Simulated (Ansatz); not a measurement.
A nudged elastic band was laid between two geometries of H$_{5}$NOSeSi (9 atoms, charge 0, multiplicity 1).

These are results of Ansatz 0.2.0, RKS PBE/def2-SVP, not measurements.

| Property | Result |
| --- | --- |
| movable images | 7 |
| climbing image | yes |
| spring | 5.0 eV/Å² |
| optimiser | quadratic models (default) |
| start path | IDPP |
| force threshold | 0.05 eV/Å |
| iteration limit | 60 |
| end points | relaxed |

Initial state:

```xyz
9
Properties=species:S:1:pos:R:3
N -0.560 1.321 0.557
Si 0.229 0.179 -0.468
O 1.698 -0.125 0.285
Se -0.771 -1.882 -0.911
H -0.631 1.134 1.560
H -1.390 1.807 0.211
H 0.296 0.781 -1.841
H 2.039 -1.010 0.062
H -0.821 -2.252 0.528
```

Final state:

```xyz
9
Properties=species:S:1:pos:R:3
N -0.577 0.999 0.776
Si 0.257 0.070 -0.410
O 1.666 -0.395 0.378
Se -1.163 -1.608 -1.098
H -0.081 1.704 1.326
H -1.567 1.216 0.659
H 0.638 0.702 -1.728
H 2.361 -0.720 -0.222
H -1.446 -2.015 0.303
```

Question: What changes between the two ends?

Answer: No bond is made or broken. The dihedral H5–N1–Si2–Se4 goes from 70 to 170°.

Question: What energy profile does the band end with?

Answer: It converged. The highest image is number 4 of 0 to 8, 0.8 kcal/mol above the first end and 0.4 kcal/mol above the last; the last end lies 0.4 kcal/mol above the first. A vibrational analysis at the climbing image gives one clearly imaginary mode, 139i cm⁻¹: a first-order saddle point.

```
image  path coordinate (Å)  energy (kcal/mol)  dihedral H5–N1–Si2–Se4 (°)
    0                 0.00                0.0                          70
    1                 0.27                0.1                          80
    2                 0.55                0.4                          90
    3                 0.82                0.7                         101
    4                 1.09                0.8                         113
    5                 1.29                0.7                         123
    6                 1.48                0.6                         134
    7                 1.68                0.5                         152
    8                 1.87                0.4                         170
```

Question: What is the geometry of the highest image?

Answer: 
```xyz
9
Properties=species:S:1:pos:R:3
N -0.567 1.263 0.548
Si 0.256 0.134 -0.467
O 1.634 -0.223 0.427
Se -1.003 -1.720 -1.054
H -0.212 1.362 1.503
H -1.583 1.350 0.510
H 0.601 0.671 -1.830
H 2.257 -0.824 -0.017
H -1.295 -2.059 0.363
```

Question: What are the harmonic wavenumbers there?

Answer: 139i, 181, 203, 241, 266, 293, 331, 374, 599, 726, 787, 817, 830, 876, 922, 1474, 2148, 2356, 3500, 3607, 3770 cm⁻¹.

The run took 2.6 min on 2 threads of Intel(R) Xeon(R) Platinum 8488C (Sapphire Rapids) (shared host), peak memory 0.18 GiB.
